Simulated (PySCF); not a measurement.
C5H9O, SMILES CC(C)C[C]=O, multiplicity 2. The structure is a stationary point at PBE-D3(BJ)/def2-SVP. The isomer is the one that the SMILES or the coordinates give; other isomers of the formula were not compared. Other conformers were not sampled.

Computed equilibrium geometry at PBE-D3(BJ)/def2-SVP (PySCF confirms it by a frequency run) as a Z-matrix (one conformer of several):
```
C
H 1 1.1130
C 1 1.5329 2 108.04
H 3 1.1072 1 111.43 2 -58.51
H 3 1.1089 4 107.79 1 -121.85
H 3 1.1111 4 108.24 5 -116.00
C 1 1.5331 2 108.47 3 121.14
H 7 1.1092 1 110.99 2 -61.57
H 7 1.1093 8 107.76 1 -122.75
H 7 1.1110 8 107.41 9 -115.74
C 1 1.5434 2 106.84 3 -120.23
H 11 1.1132 1 111.52 2 -68.93
H 11 1.1139 12 104.34 1 120.63
C 11 1.5116 12 105.45 13 112.30
O 14 1.1958 11 128.79 12 123.13
```
Charge 0, spin multiplicity 2.
